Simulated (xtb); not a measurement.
TiOCl2, SMILES [O]=[Ti]([Cl])[Cl], multiplicity 1. All values are semi-empirical tight-binding results from xtb (GFN2-xTB unless named), good for trends rather than for accurate numbers. The structure is a stationary point at GFN2-xTB. The multiplicity is an assumed one; other spin states were not compared.

For metal compounds this method's bond lengths and energies can be far off.

Computed properties:
```yaml
point_group_as_xtb_finds_it: Cs
orbital_gap: 2.61 eV
zero_point_energy: 3.2 kcal/mol
G − E(el) at 298.15 K (modified RRHO): -15.9 kcal/mol
```
